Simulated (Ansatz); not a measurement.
Reaction (ligand exchange at the Si–C bond): `[SiH3]OC[SiH2]S` + CH₃SH → `CS[SiH2]S` + `CO[SiH3]`

Calculated with Ansatz (gas phase, PBE0-D4/def2-TZVP geometries, no zero-point term in ΔE). CBS: MP2 limit from def2 TZ/QZ plus the TZ coupled-cluster correction, frozen cores. This one scheme is used for every species. DFT in def2-TZVPP. HSE06 is defined as in plane-wave codes. One conformer a species, not always the lowest.

`[SiH3]OC[SiH2]S`:

Z-matrix (Å, degrees):
```
Si
O 1 1.648
H 1 1.481 2 106.3
H 1 1.489 2 110.5 3 -120.1
H 1 1.489 2 110.4 3 120.1
C 2 1.422 1 121.1 3 -179.0
Si 6 1.887 2 107.6 1 178.6
H 6 1.100 2 110.9 1 -61.0
H 6 1.098 2 111.0 1 58.2
S 7 2.132 6 109.8 2 -58.1
H 7 1.485 6 108.7 2 64.4
H 7 1.485 6 110.4 2 -174.9
H 10 1.345 7 92.5 6 51.9
```

CH₃SH:

```xyz
6

C     0.312   -0.376    0.047
S    -0.260    1.207   -0.608
H     0.456   -0.334    1.126
H     1.276   -0.570   -0.424
H    -0.369   -1.186   -0.212
H    -1.415    1.259    0.071
```

`CS[SiH2]S`:

```xyz
10

C    -1.201   -1.228    0.127
S    -0.029   -0.821   -1.199
Si    0.601    1.096   -0.553
S     1.469    1.103    1.400
H    -0.720   -1.154    1.101
H    -1.519   -2.257   -0.040
H    -2.072   -0.575    0.090
H    -0.534    2.042   -0.412
H     1.555    1.550   -1.594
H     2.451    0.243    1.080
```

`CO[SiH3]`:

Z-matrix (Å, degrees):
```
C
O 1 1.408
H 1 1.091 2 108.3
H 1 1.096 2 111.5 3 119.2
H 1 1.096 2 111.5 3 -119.2
Si 2 1.642 1 122.4 3 -179.7
H 6 1.481 2 106.5 1 179.8
H 6 1.490 2 110.9 1 59.7
H 6 1.490 2 110.9 1 -60.1
```

| level | ΔE (kJ/mol) | difference from CCSD(T)/CBS |
| --- | --- | --- |
| B97M-V | -80.6 | -3.4 |
| r2SCAN0-D4 | -80.4 | -3.2 |
| HSE06-D4 | -79.7 | -2.5 |
| BHLYP-D4 | -77.3 | -0.1 |
| ωB97X-V | -74.4 | 2.8 |
| BLYP | -73.8 | 3.4 |
| r2SCANh | -80.6 | -3.4 |
| r2SCAN0 | -80.8 | -3.6 |
| CAM-B3LYP | -71.8 | 5.4 |
| RPA@PBE/def2-TZVPP | -68.9 | 8.3 |
| CCSD/def2-SVP | -69.0 | 8.2 |
| MP2/def2-TZVPP | -79.6 | -2.4 |
| CCSD(T)/def2-TZVPP | -73.4 | 3.8 |
| HF/def2-QZVPP | -75.3 | 1.9 |
| MP2/def2-QZVPP | -81.6 | -4.4 |
| MP2/CBS(def2) | -83.3 | -6.1 |
| CCSD(T)/CBS | -77.2 | 0 |

Largest T1 diagnostic among the species: 0.012.

At CCSD(T), def2-SVP lies +7.7 kJ/mol from the extrapolated value and def2-TZVPP +3.8 kJ/mol. Leaving LDA and LC-ωPBE aside and taking each functional with its dispersion term where it has one, the values, not all of them listed here, spread over 8.6 kJ/mol, from B97M-V to CAM-B3LYP-D4.
